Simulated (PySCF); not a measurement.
1,1-dimethylcyclopropane (C5H10), SMILES CC1(C)CC1.

The structure is a stationary point at PBE0-D3(BJ)/def2-SVP.

Computed with ωB97X/def2-TZVP (PySCF).

Gas-phase values at a fixed geometry.

| Quantity | Value |
|---|---|
| total energy | -196.54783 hartree |
| point group | C2v |
| highest occupied level | -9.97 eV |
| lowest empty level | 3.21 eV |
| orbital gap | 13.18 eV |
| dipole moment | 0.028 e·Å |
| quadrupole, principal values (traceless, Buckingham form, about the centre of nuclear charge) | -1.27, -0.22, 1.49 D·Å |
| mean static polarisability | 59.1 bohr³ (8.76 Å³) |
| polarisability, principal values | 56.5, 58.5, 62.4 bohr³ |
